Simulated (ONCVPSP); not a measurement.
**What one change does to a pseudopotential (As, ONCV)**

arsenic, optimised norm-conserving Vanderbilt (ONCV), made with ONCVPSP 4.0.1 (LDA (Perdew-Wang 92), scalar-relativistic). Core [Ar] 3d10, reference 4s2 4p3. Waves: 4s: rc 1.45 bohr, ncon 4, nbas 8, qcut 4.1 1/bohr, 2 projectors, debl 1 Ha; 4p: rc 1.55 bohr, ncon 4, nbas 9, qcut 4.5 1/bohr, 3 projectors, debl 2.4 Ha. Local part: polynomial inside 0.95 bohr (lpopt 3, dvloc0 3 Ha). Core correction: Teter function fitted to the true core (icmod 2), fcfact 0.25.

Change: core correction Teter function fitted to the true core (icmod 2), fcfact 0.56.

Cutoffs: the cutoffs (Ha) at which the residual kinetic energy of the hardest occupied pseudo-wave falls to 1 and 0.1 mHa per electron; they do not see the model core or the augmentation charge, which bear on the density cutoff. Errors are all-electron minus pseudo energies relative to the spin-unpolarised reference configuration.

Q: What does the change do?

A: The potential gets neither clearly harder nor softer (13 Ha and 37 Ha → 13 Ha and 37 Ha); both files keep a bound ghost (p); of the 4 tests that both files solve, the error grows in 1 and shrinks in 3 by more than 15 % and 0.3 meV (median size 16.3 → 17.5 meV). A model core, the more so a compact one, raises the density cutoff, which this test does not measure.

```csv
quantity,base,changed
"cutoff, loose",13 Ha,13 Ha
"cutoff, tight",37 Ha,37 Ha
bound ghosts,p,p
GHOST(+) flags under 300 eV,s at 56.5 eV,s at 56.5 eV
"error for 4s2 4p2, meV [ΔE 9.32 eV]",-2.4,-1.8
"error for 4s2 4p1, meV [ΔE 27.48 eV]",-15,-11
"error for 4s2 4p0, meV [ΔE 55.51 eV]",-55,-43
"error for 4s0 4p5, meV [ΔE 19.21 eV]",-17,-23
s: phases at 1.47 bohr within 0.05 rad from the reference energy up to (Ha; the scan ends near 5),2.0,2.0
p: phases at 1.57 bohr within 0.05 rad from the reference energy up to (Ha; the scan ends near 5),to the end of the scan,to the end of the scan
"rms error of d²Exc/dni dnj with the model core, mHa",1.45,1.05
```

Base: The cutoffs count occupied waves only; projector 3 of the p channel, the hardest unoccupied one, needs 168 Ha at the loose tolerance. Changed file: The cutoffs count occupied waves only; projector 3 of the p channel, the hardest unoccupied one, needs 168 Ha at the loose tolerance. A true bound ghost makes a file unfit for plane-wave use even where its test errors are small: the radial tests pick states by their node count and pass the ghost by.
